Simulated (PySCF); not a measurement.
Sn(CF3)(H)3 (CH3F3Sn), SMILES F[C](F)(F)[SnH3]. Heavy atoms are numbered as in [SnH3:1][C:2]([F:3])([F:4])[F:5]. Hydrogens are named by the atom that carries them.

Coordinates come from a B3LYP-D3(BJ)/def2-SVP optimisation. The structure was generated by enumeration; whether it is a known compound was not checked. The def2 effective core potentials stand for the cores of Sn; spin–orbit coupling is left out.

These are PBE/def2-TZVP run with PySCF values and carry that method's errors.

ESP charges are fitted to the potential on shells at 1.4 to 2.0 van der Waals radii. Atomic charges (e), one atom of each kind:

```
atom        ESP fit  Mulliken  Löwdin
----------  -------  --------  ------
Sn1 (SnH3)     0.23      0.25     [?]
C2             0.32      0.28     [?]
F3            -0.14     -0.14     [?]
H on Sn1      -0.04     -0.04     [?]
```

### Question
Complete the blanks. (Estimate from the structure and the level; the computed values follow.)

### Answer

- Sn1 (SnH3), Löwdin: 0.37
- C2, Löwdin: -0.83
- F3, Löwdin: 0.19
- H on Sn1, Löwdin: -0.04
